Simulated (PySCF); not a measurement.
Geometry:
| atom | x (Å) | y (Å) | z (Å) |
| --- | --- | --- | --- |
| Si1 | 3.280 | -0.485 | -0.548 |
| N2 | 1.933 | 0.099 | 0.366 |
| C3 | 0.575 | 0.204 | -0.132 |
| C4 | -0.162 | 1.379 | 0.509 |
| B5 | -1.713 | 1.413 | 0.310 |
| C6 | -2.470 | 0.096 | -0.058 |
| C7 | -1.601 | -1.011 | -0.654 |
| C8 | -0.229 | -1.095 | 0.008 |
| H9 | 3.237 | -1.939 | -0.933 |
| H10 | 4.504 | -0.275 | 0.283 |
| H11 | 3.373 | 0.288 | -1.826 |
| H12 | 1.987 | 0.050 | 1.379 |
| H13 | 0.654 | 0.413 | -1.217 |
| H14 | 0.345 | 2.335 | 0.301 |
| H15 | -0.093 | 1.275 | 1.618 |
| H16 | -2.336 | 2.422 | 0.575 |
| H17 | -3.388 | 0.276 | -0.641 |
| H18 | -2.852 | -0.217 | 0.942 |
| H19 | -1.455 | -0.815 | -1.732 |
| H20 | -2.107 | -1.989 | -0.597 |
| H21 | -0.339 | -1.329 | 1.085 |
| H22 | 0.354 | -1.922 | -0.427 |

Computational details: structure optimised with PBE0-D3(BJ)/def2-SVP, PBE0/pcSseg-1 with gauge-including orbitals, in PySCF 2.14 (equivalent nuclei averaged, one conformer, isolated molecule, non-relativistic Hamiltonian).

References, each an isolated molecule treated in the same way: TMS for ¹³C (σref 184.41).

Task: Do the ¹³C shifts follow the atomic charges (in e)? Tabulate both.

Result: 
```
atoms  hybridisation  δ (ppm)  σ para (ppm)  Hirshfeld    IAO  Mulliken  ESP-fitted
   C3            sp3     53.9          -114      +0.02  +0.02     -0.04       +0.63
   C4            sp3     44.2          -109      -0.14  -0.41     -0.38       -0.57
   C8            sp3     40.3          -105      -0.08  -0.26     -0.18       -0.32
   C6            sp3     29.8           -97      -0.14  -0.41     -0.47       -0.33
   C7            sp3     25.1           -87      -0.07  -0.25     -0.19       +0.15
```

Correlation coefficients of δ with charge over these carbons: Hirshfeld +0.50, IAO +0.57, Mulliken +0.48, ESP-fitted +0.31; with the paramagnetic shielding -0.98. With so few points these coefficients are fragile. Charge is one influence among several: hybridisation and low-lying excitations act through the paramagnetic term.

A carbon bonded to boron is broadened by the quadrupolar boron nucleus and is often missing from a measured spectrum. Shifts are as computed. Against solution values, carbons near 30 ppm lie about +2 ppm off and those near 130 ppm about +5 ppm. Of 1211 compounds with measured shifts, 218 miss one by over three times the rms of a fit or turn the order of signals round; such compounds aren't used in these exercises.
